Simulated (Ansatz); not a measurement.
```xyz
24

C     0.0000    1.4800    0.0000
C     1.2817    0.7400    0.0000
C     1.2817   -0.7400    0.0000
C     0.0000   -1.4800    0.0000
C    -1.2817   -0.7400    0.0000
C    -1.2817    0.7400    0.0000
C     2.5634    1.4800    0.0000
C     3.8451    0.7400    0.0000
C     3.8451   -0.7400    0.0000
C     2.5634   -1.4800    0.0000
C     5.1269    1.4800    0.0000
C     6.4086    0.7400    0.0000
C     6.4086   -0.7400    0.0000
C     5.1269   -1.4800    0.0000
H     0.0000    2.5650    0.0000
H     0.0000   -2.5650    0.0000
H    -2.2214   -1.2825    0.0000
H    -2.2214    1.2825    0.0000
H     2.5634    2.5650    0.0000
H     2.5634   -2.5650    0.0000
H     5.1269    2.5650    0.0000
H     7.3482    1.2825    0.0000
H     7.3482   -1.2825    0.0000
H     5.1269   -2.5650    0.0000
```

Basis set: def2-SVP. Charge 0. Computed with Ansatz (development build ahead of 0.2.0); the lowest solution found for each multiplicity.

Problem. How do the multiplicities compare at this shape? Give, from the lowest of each method, PBE0 (restricted) for 1, 3; PBE0 (unrestricted) for 1, 3.

Solution.

```json
{"method": "PBE0, restricted", "multiplicity": "1", "E (eV)": "0.000", "<S²>": "0.00"}
{"method": "PBE0, restricted", "multiplicity": "3", "E (eV)": "1.553", "<S²>": "2.00"}
{"method": "PBE0, unrestricted", "multiplicity": "1", "E (eV)": "0.000", "<S²>": "0.00"}
{"method": "PBE0, unrestricted", "multiplicity": "3", "E (eV)": "1.425", "<S²>": "2.03"}
```
